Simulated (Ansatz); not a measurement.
`C[SiH]([AlH2])[SiH3]`, relaxed with RKS PBE-D4/def2-SVP in the Gaussian-basis code of Ansatz from a rough embedded geometry. The force threshold is 0.03 eV/Å; the program also tests the step.

Total charge 0; spin multiplicity 1.

Start:

```xyz
13

C     0.316   -1.740    0.084
Si   -0.583   -0.183   -0.068
Al   -0.003    0.809   -2.096
Si    0.037    1.209    1.547
H     1.432   -1.620    0.067
H     0.035   -2.489   -0.751
H     0.060   -2.264    1.038
H    -2.012   -0.406   -0.061
H    -1.176    1.146   -3.227
H     1.495    1.204   -2.435
H    -0.721    2.443    1.471
H    -0.348    0.545    2.861
H     1.467    1.346    1.569
```

```
step  energy (eV)  largest force (eV/Å)  largest move (Å)
   1  -23513.2693                 2.598             0.000
   2  -23513.7648                 1.146             0.195
   3  -23513.8140                 0.263             0.097
   4  -23513.8244                 0.150             0.200
   5  -23513.8328                 0.052             0.172
   6  -23513.8338                 0.180             0.195
   7  -23513.8370                 0.095             0.030
   8  -23513.8402                 0.017             0.116
   9  -23513.8408                 0.123             0.196
  10  -23513.8422                 0.070             0.045
  11  -23513.8432                 0.010             0.053
  12  -23513.8438                 0.029             0.106
  13  -23513.8440                 0.027             0.040
```

End:

```xyz
13

C     0.418   -1.898    0.136
Si   -0.557   -0.283   -0.159
Al   -0.006    0.889   -2.245
Si   -0.101    1.222    1.603
H     1.508   -1.700    0.100
H     0.180   -2.649   -0.643
H     0.176   -2.334    1.126
H    -2.044   -0.555   -0.078
H    -0.984    2.027   -2.820
H     1.368    0.579   -3.024
H    -0.873    2.505    1.434
H    -0.452    0.630    2.945
H     1.367    1.568    1.624
```

It took 16 s on 4 threads of an Arm Neoverse V1 on a shared host, with 0.16 GiB of host memory at the peak.
